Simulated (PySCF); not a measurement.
# Cu²⁺: excitation energy

Cu²⁺ [Ar] 3d9 (2D) → Cu²⁺ [Ar] 3d8 4p1 (high-spin determinant), as a difference of total energies. Calculation: PySCF 2.14, in ANO-RCC-VTZP (6s5p3d2f1g, 59 functions); scalar relativity by spin-free X2C-1e. Correlated levels: valence: [Ar] frozen. The calculations carry no spin-orbit coupling.

```json
{"method": "UHF", "excitation energy (eV)": "13.058"}
{"method": "MP2 (valence)", "excitation energy (eV)": "15.274"}
{"method": "SCS-MP2 (valence)", "excitation energy (eV)": "15.161"}
{"method": "CCSD (valence)", "excitation energy (eV)": "14.769"}
{"method": "CCSD(T) (valence)", "excitation energy (eV)": "14.841"}
```

Problem. How much does correlation contribute at CCSD(T) (valence)?

Solution. 14.841 − (13.058) = 1.783 eV, measured against UHF.

A first-order spin-orbit estimate (lowest level to lowest level, LS coupling) adds -0.023 eV.

The basis was made for the ground configuration and has no added diffuse functions, so the excitation energy can come out too high.

The determinant of the upper state mixes LS terms, which raises its energy above the lowest term, most at the Hartree-Fock and MP2 levels.
